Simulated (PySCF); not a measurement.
Computed IR spectrum (relative IR intensity) of a molecule C₃H₁₂Si₂. Geometry: PBE-D3(BJ)/def2-SVP. Other conformers were not sampled. Method: PBE-D3(BJ)/def2-SVP (PySCF). Frequencies are harmonic and unscaled.

Lines under 2 % of the strongest are left out, and lines within 2 cm⁻¹ are merged.

ν (cm⁻¹): 573 (vw), 579 (w), 657 (w), 747 (w), 830 (w), 882 (s), 893 (m), 908 (m), 913 (w), 922 (w), 926 (w), 1075 (vw), 1087 (w), 1318 (vw), 1377 (w), 2151 (m), 2159 (w), 2163 (vs), 2954 (w), 2964 (vw), 2997 (w), 3021 (w) (against the strongest line: vs over 80 %, s over 45 %, m over 15 %, w over 4 %, vw less)

Task: Which molecule gave these data?
(A) C[SiH2][SiH](C)C
(B) [SiH3]CCC[SiH3]
(C) C[Si](C)(C)[SiH3]
(D) CCC([SiH3])[SiH3]

Result: B, [SiH3]CCC[SiH3]
